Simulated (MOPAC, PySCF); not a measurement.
H3ClSn, SMILES `[Cl][SnH3]`, neutral singlet in the gas phase. 

Cartesian coordinates (Å):
```xyz
5

Cl     2.1593    -0.1637    -0.0919
Sn    -0.1883     0.0143     0.0080
H     -0.5563     1.6248    -0.4113
H     -0.6208    -0.3624     1.6131
H     -0.7939    -1.1130    -1.1179
```
Charge 0, spin multiplicity 1.

All levels are single points at this geometry (B3LYP-D3(BJ)/def2-TZVP); Pople sets use spherical d functions. Orbital energies aren't observables, and empty levels follow the basis.

B3LYP/6-311+G** (LANL2DZ on Sn) in PySCF gives HOMO (eV) = -8.41.

Estimate the HOMO (eV) from each of these levels: B3LYP-D3(BJ)/def2-TZVP in PySCF; PBE-D3(BJ)/def2-TZVP in PySCF; B3LYP/6-31G* (LANL2DZ on Sn) in PySCF; M06-2X/6-31G* (LANL2DZ on Sn) in PySCF; PBE/6-31G* (LANL2DZ on Sn) in PySCF; HF/6-31G* (LANL2DZ on Sn) in PySCF; AM1 in MOPAC; PM7 in MOPAC.


```tsv
level	HOMO (eV)
B3LYP-D3(BJ)/def2-TZVP in PySCF	-8.34
PBE-D3(BJ)/def2-TZVP in PySCF	-7.24
B3LYP/6-31G* (LANL2DZ on Sn) in PySCF	-8.31
M06-2X/6-31G* (LANL2DZ on Sn) in PySCF	-9.91
PBE/6-31G* (LANL2DZ on Sn) in PySCF	-7.21
HF/6-31G* (LANL2DZ on Sn) in PySCF	-11.88
AM1 in MOPAC	-10.46
PM7 in MOPAC	-10.59
```
